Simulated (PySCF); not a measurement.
Several orderings of computed values.

All species are isolated and taken at one optimised geometry, non-relativistic unless stated. Electronic properties by PySCF.

The conformers computed, where there is a choice (atom-mapped SMILES and torsion angles):
- `[CH3:1][CH2:2][O:3][CH2:4][NH2+:5][CH3:6]`: C1–C2–O3–C4 179°, C2–O3–C4–N5 179°, O3–C4–N5–C6 179°
- `[F:1]/[CH:2]=[CH:3]\[CH2:4][F:5]`: C2–C3–C4–F5 129°
- `[CH2:1]=[C:2]([F:3])[CH2:4][F:5]`: C1–C2–C4–F5 0°
- `[OH:1][B:2]([OH:3])[c:4]1[cH:5][cH:6][c:7]([SH:8])[cH:9][n:10]1`: O1–B2–C4–C5 -23°, H–O1–B2–O3 174°, H–O3–B2–O1 -2°, H–S8–C7–C6 -179°
- `[F:1]/[CH:2]=[CH:3]/[CH2:4][F:5]`: C2–C3–C4–F5 0°

(1) Rank by lowest triplet excitation (Tamm–Dancoff), lowest first (TDA CAM-B3LYP/def2-SVPD at PBE0-D3(BJ)/def2-SVP geometries).
A. `CCOC[NH2+]C`
B. `OB(O)c1ccc(S)cn1`
C. `C=C(CF)F`
D. `F/C=C\CF`

(2) By how much do the two ends of that ranking differ?

(3) Rank by lowest singlet excitation, lowest first (TDDFT CAM-B3LYP/def2-SVPD at PBE0-D3(BJ)/def2-SVP geometries).
A. `F/C=C\CF`
B. `OB(O)c1ccc(S)cn1`
C. `C=C(F)CF`
D. `F[C@@H]1C[C@@H]1F`

(4) By how much do the two ends of that ranking differ?

(5) Rank by electronic spatial extent ⟨r²⟩ about the centre of nuclear charge, lowest first (CAM-B3LYP/def2-SVPD at PBE0-D3(BJ)/def2-SVP geometries).
A. `C=C(F)CF`
B. `F/C=C/CF`
C. `F/C=C\CF`
D. `CCOC[NH2+]C`
E. `OB(O)c1ccc(S)cn1`
F. `F[C@@H]1C[C@@H]1F`

(6) Rank by static isotropic polarisability, highest first (CAM-B3LYP/def2-SVPD at PBE0-D3(BJ)/def2-SVP geometries).
A. `CCOC[NH2+]C`
B. `OB(O)c1ccc(S)cn1`
C. `F/C=C\CF`
D. `F[C@@H]1C[C@@H]1F`

(7) Rank by HOMO energy, highest first (CAM-B3LYP/def2-SVPD at PBE0-D3(BJ)/def2-SVP geometries).
A. `C(=C\CF)/F`
B. `C1[C@@H]([C@@H]1F)F`
C. `OB(O)C1=NC=C(S)C=C1`
D. `CCOC[NH2+]C`

(8) Rank by dipole moment, highest first (CAM-B3LYP/def2-SVPD at PBE0-D3(BJ)/def2-SVP geometries).
A. `F[C@H]1C[C@H]1F`
B. `F/C=C\CF`
C. `C=C(F)CF`
D. `c1c(ncc(c1)S)B(O)O`

(9) By how much do the two ends of that ranking differ?

Answers

(1) B (3.61 eV), D (4.35 eV), C (4.46 eV), A (7.15 eV).

(2) By 3.54 eV, between `CCOC[NH2+]C` and `OB(O)c1ccc(S)cn1`.

(3) B (4.58 eV), A (7.27 eV), C (7.39 eV), D (7.54 eV).

(4) By 2.96 eV, between `F[C@@H]1C[C@@H]1F` and `OB(O)c1ccc(S)cn1`.

(5) F (353 bohr²), A (411 bohr²), C (472 bohr²), B (483 bohr²), D (971 bohr²), E (2160 bohr²).

(6) B (109.1 au), A (60.6 au), C (39.9 au), D (36.2 au).

(7) C (-7.98 eV), A (-8.94 eV), B (-9.84 eV), D (-13.81 eV).

(8) A (2.97 D), D (2.36 D), B (1.93 D), C (0.32 D).

(9) By 2.65 D, between `F[C@@H]1C[C@@H]1F` and `C=C(F)CF`.
